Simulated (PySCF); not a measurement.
C₅H₅F₂NO₂.
SMILES with atom numbers: `[N:1]#[C:2][C@:3]1([O:4][CH:5]([F:6])[F:7])[CH2:8][CH2:9][O:10]1` (hydrogens: H11 on C5; H12, H13 on C8; H14, H15 on C9)

All values: B3LYP/def2-SVPD (PySCF, non-relativistic), on one gas-phase PBE0-D3(BJ)/def2-SVP geometry that isn't relaxed in the solvent. The solvent is an IEF-PCM continuum (Bondi radii, 1.10 Å for H, scaled by 1.2), and excitations are vertical TDDFT with non-equilibrium linear response and a frozen core. Specific hydrogen bonds and non-electrostatic terms are outside this model.

Gas-phase singlets (H = HOMO, L = LUMO):

```
state  E (eV)  λ (nm)      f             leading configurations
   S1   6.811     182  0.004                            H→L 94%
   S2   7.341     169  0.001               H→L+1 72%, H-1→L 18%
   S3   7.422     167  0.005  H-3→L 33%, H-1→L 18%, H-1→L+1 17%
   S4   7.662     162  0.005             H-2→L 46%, H-1→L+1 30%
   S5   7.826     158  0.014  H-1→L+1 19%, H→L+2 16%, H→L+1 12%
```

Give the list for chloroform (ε = 4.711), n² = 2.09.

```json
{"state": "S1", "E (eV)": "6.641", "λ (nm)": "187", "f": "0.005", "leading configurations": "H→L 97%", "change by rank (eV)": "-0.170"}
{"state": "S2", "E (eV)": "7.142", "λ (nm)": "174", "f": "0.013", "leading configurations": "H→L+1 88%", "change by rank (eV)": "-0.199"}
{"state": "S3", "E (eV)": "7.459", "λ (nm)": "166", "f": "0.010", "leading configurations": "H-3→L 36%, H-1→L 20%, H-1→L+1 15%", "change by rank (eV)": "+0.037"}
{"state": "S4", "E (eV)": "7.662", "λ (nm)": "162", "f": "0.007", "leading configurations": "H-2→L 60%, H-3→L 13%, H-1→L+1 9%", "change by rank (eV)": "0.000"}
{"state": "S5", "E (eV)": "7.775", "λ (nm)": "159", "f": "0.042", "leading configurations": "H-1→L+1 22%, H-2→L+1 21%, H-2→L 15%", "change by rank (eV)": "-0.051"}
```

The ground-state energy changes by -0.269 eV from gas to chloroform. By how much does the total energy of gas-phase S1 change?

E(S1) = E(S0) + excitation energy, so it changes by -0.269 − 0.170 = -0.439 eV: it is lowered more than the ground state, which is what a red shift means. This is the vertical state, with the slow part of the continuum still set for S0.

How do the frontier levels move from gas to chloroform?

| orbital | gas (eV) | solvent (eV) | change (eV) | Löwdin shares, gas | Löwdin shares, solvent |
| --- | --- | --- | --- | --- | --- |
| LUMO+2 | 0.07 | 0.42 | +0.35 | C9 18 %, C8 15 %, C2 12 %, H13 11 % | C2 16 %, C9 13 %, C8 12 %, H13 9 % |
| LUMO+1 | -0.35 | -0.36 | -0.01 | N1 33 %, C2 28 %, C3 9 %, O4 7 % | N1 36 %, C2 33 %, C3 9 %, O4 7 % |
| LUMO | -0.81 | -0.74 | +0.07 | N1 28 %, C2 23 %, C3 11 %, O10 10 % | N1 31 %, C2 27 %, C3 11 %, O10 10 % |
| HOMO | -8.83 | -8.55 | +0.28 | O10 54 %, C9 12 %, O4 7 %, H15 6 % | O10 54 %, C9 14 %, H15 7 %, H14 6 % |
| HOMO-1 | -9.68 | -9.54 | +0.14 | N1 26 %, C2 18 %, O10 18 %, C8 11 % | O10 33 %, C8 13 %, N1 10 %, O4 9 % |
| HOMO-2 | -9.75 | -9.64 | +0.11 | O4 41 %, N1 16 %, C2 12 %, C3 6 % | O4 35 %, N1 12 %, C8 11 %, C2 10 % |
| HOMO-3 | -10.03 | -10.00 | +0.03 | N1 30 %, C2 24 %, O10 15 %, C8 7 % | N1 33 %, C2 25 %, O4 11 %, O10 8 % |

The HOMO–LUMO gap goes from 8.02 to 7.80 eV. Rows go by rank; for HOMO-2 and HOMO-1 the atom shares or the degeneracy differ between the runs, so the row needn't follow one orbital.

The values belong to the conformer `[N:1]#[C:2][C@:3]1([O:4][CH:5]([F:6])[F:7])[CH2:8][CH2:9][O:10]1`: C2–C3–O4–C5 68°, C3–O4–C5–F6 157°.
